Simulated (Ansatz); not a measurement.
Ansatz (a program for electronic structure) input for Si(Me)(OH)3 (CH6O3Si), SMILES C[Si](O)(O)O, PBE/def2-SVPD. Geometry: B3LYP-D3(BJ)/def2-SVP. A frequency run showed that this geometry is not a minimum. Other conformers were not sampled.

Ansatz 0.2 input:
```yaml
crystal:
  periodic: [false, false, false]
  atoms:
    - {symbol: C, position_ang: [0.00000000, -0.00000000, -1.84490894]}
    - {symbol: Si, position_ang: [-0.00000000, 0.00000000, 0.00704824]}
    - {symbol: O, position_ang: [-1.54449495, -0.24266085, 0.58483671]}
    - {symbol: O, position_ang: [0.56209702, 1.45890229, 0.58483671]}
    - {symbol: O, position_ang: [0.98239793, -1.21624144, 0.58483671]}
    - {symbol: H, position_ang: [-0.77705532, 0.67653700, -2.23388564]}
    - {symbol: H, position_ang: [0.97442589, 0.33468114, -2.23388564]}
    - {symbol: H, position_ang: [-0.19737057, -1.01121816, -2.23388563]}
    - {symbol: H, position_ang: [-1.63505322, -0.96937814, 1.21211805]}
    - {symbol: H, position_ang: [-0.02197948, 1.90068670, 1.21211803]}
    - {symbol: H, position_ang: [1.65703271, -0.93130855, 1.21211804]}
basis:
  gaussian:
    orbitals: def2-SVPD
hamiltonian:
  xc: {name: PBE}
```

It prints:

```
WARN ansatz: RAYON_NUM_THREADS=1 ignored (pool sized by the plan → 1); use --threads N
Functional definition: PBE
integrals: 0.09 GiB planned
1336 factors; their error is unknown
mean field: 0.63 GiB planned
mean field evaluation 1: about -15118.0485 eV, gradient 1.1e2 eV
mean field evaluation 2: about -15055.2304 eV, gradient 2.0e2 eV
mean field evaluation 4: about -15138.0912 eV, gradient 1.4e1 eV
mean field evaluation 8: about -15138.4961 eV, gradient 1.9e-1 eV
mean field evaluation 16: about -15138.4962 eV, gradient 3.7e-5 eV
mean field -15138.49619563 eV, -556.3294739482 hartree, gradient 3.7e-5 eV, S^2 0.000000; 0 other end points of the search recorded, 0 dependent functions left out
reference -15138.49624838 eV, -556.3294758867 hartree; 25, 25 occupied and 136, 136 virtual orbitals, 1336 factors
Total energy: -15138.49624838 eV, -556.3294758867 hartree
```

Self-consistency was reached.

Cost: very roughly 5 core-seconds.
